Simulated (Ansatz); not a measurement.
A nudged elastic band was laid between two geometries of a periodic cell of 19 atoms, Y18Mg (surface Y(0001), adsorbate Mg).

The calculation used Ansatz 0.2.0, DFT PBE-D3(BJ), scalar-relativistic, plane waves, PAW. Settings: cutoff 420 eV, k mesh 3x2x1, fermi-dirac smearing 0.15 eV, no spin polarisation.

```
movable images  : 5
climbing image  : yes
spring          : 5.0 eV/Å²
optimiser       : quadratic models (default)
start path      : straight line
force threshold : 0.05 eV/Å
iteration limit : 80
end points      : relaxed
atoms held      : 1 to 6
```

Image 0:

```xyz
19
Lattice="7.3000 0.0000 0.0000 5.4750 9.4830 0.0000 0.0000 0.0000 16.7341" Properties=species:S:1:pos:R:3
Y 0.000 0.000 1.000
Y 3.650 0.000 1.000
Y 1.825 3.161 1.000
Y 5.475 3.161 1.000
Y 3.650 6.322 1.000
Y 7.300 6.322 1.000
Y -0.018 2.112 3.777
Y 3.670 2.099 3.788
Y 1.826 5.269 3.733
Y 5.473 5.247 3.759
Y 3.652 8.436 3.772
Y 7.298 8.453 3.777
Y -0.011 0.015 6.560
Y 3.659 -0.044 6.605
Y 1.825 3.181 6.491
Y 5.481 3.204 6.654
Y 3.629 6.308 6.484
Y 7.319 6.312 6.473
Mg 9.103 5.282 8.993
```

Image 6:

Only the atoms that move by more than 0.05 Å are listed.
```
Y13 -0.021 -0.014 6.484
Y14 3.669 -0.010 6.473
Y15 1.814 3.176 6.560
Y16 5.484 3.117 6.605
Y18 7.306 6.365 6.654
Mg19 10.928 8.443 8.993
```

(1) What changes between the two ends?

(2) Give the energies along the band, and the barrier.

(3) What is the geometry of the highest image?

The band took 8 iterations and about 26 core-minutes.

Results:

(1) Contacts lost: Y15–Mg19, Y18–Mg19. Contacts made: Y13–Mg19, Y14–Mg19. The atom that moves furthest is Mg19, by 3.65 Å.

(2) The run converged. The highest image is number 2 of 0 to 6, 0.043 eV above the ends, which have the same energy within 2 meV. Beside the main top the profile has a ripple of under 15 meV (maxima at images 2, 4), which may be a very shallow well or noise. By the program's own check the climbing image is of a kind that is not told: the force calls were inconclusive, a negative curvature could not be distinguished from the path's own, the only one lies far off the path, or fixed occupations may fill a level only in part (lowest curvatures found: -0.08 and 0.26 eV/Å²). Limits of this set-up: coarse k mesh, thin slab, slab without dipole correction.

```json
{"image": "0", "path coordinate (Å)": "0.00", "energy (eV)": "0.000", "Y15–Mg19 (Å)": "3.27", "Y18–Mg19 (Å)": "3.25", "Y13–Mg19 (Å)": "6.08"}
{"image": "1", "path coordinate (Å)": "0.70", "energy (eV)": "0.023", "Y15–Mg19 (Å)": "3.59", "Y18–Mg19 (Å)": "3.17", "Y13–Mg19 (Å)": "5.64"}
{"image": "2", "path coordinate (Å)": "1.39", "energy (eV)": "0.043", "Y15–Mg19 (Å)": "4.14", "Y18–Mg19 (Å)": "3.18", "Y13–Mg19 (Å)": "5.21"}
{"image": "3", "path coordinate (Å)": "2.12", "energy (eV)": "0.033", "Y15–Mg19 (Å)": "4.80", "Y18–Mg19 (Å)": "3.26", "Y13–Mg19 (Å)": "4.81"}
{"image": "4", "path coordinate (Å)": "2.86", "energy (eV)": "0.038", "Y15–Mg19 (Å)": "5.18", "Y18–Mg19 (Å)": "3.59", "Y13–Mg19 (Å)": "4.19"}
{"image": "5", "path coordinate (Å)": "3.59", "energy (eV)": "0.021", "Y15–Mg19 (Å)": "5.62", "Y18–Mg19 (Å)": "4.13", "Y13–Mg19 (Å)": "3.61"}
{"image": "6", "path coordinate (Å)": "4.33", "energy (eV)": "0.000", "Y15–Mg19 (Å)": "6.08", "Y18–Mg19 (Å)": "4.79", "Y13–Mg19 (Å)": "3.27"}
```

(3) 
```xyz
19
Lattice="7.3000 0.0000 0.0000 5.4750 9.4830 0.0000 0.0000 0.0000 16.7341" Properties=species:S:1:pos:R:3
Y 0.000 0.000 1.000
Y 3.650 0.000 1.000
Y 1.825 3.161 1.000
Y 5.475 3.161 1.000
Y 3.650 6.322 1.000
Y 7.300 6.322 1.000
Y 0.004 2.115 3.806
Y 3.645 2.106 3.815
Y 1.826 5.255 3.733
Y 5.474 5.238 3.731
Y 3.661 8.451 3.763
Y 7.290 8.449 3.763
Y 0.002 -0.003 6.595
Y 3.651 -0.095 6.603
Y 1.820 3.250 6.637
Y 5.480 3.177 6.595
Y 3.648 6.317 6.421
Y 7.301 6.321 6.422
Mg 9.122 6.641 9.006
```

The run took 8.8 min on 4 threads of AMD EPYC 9R45 96-Core Processor (Zen 5), with other jobs on the host, peak memory 6.8 GiB.
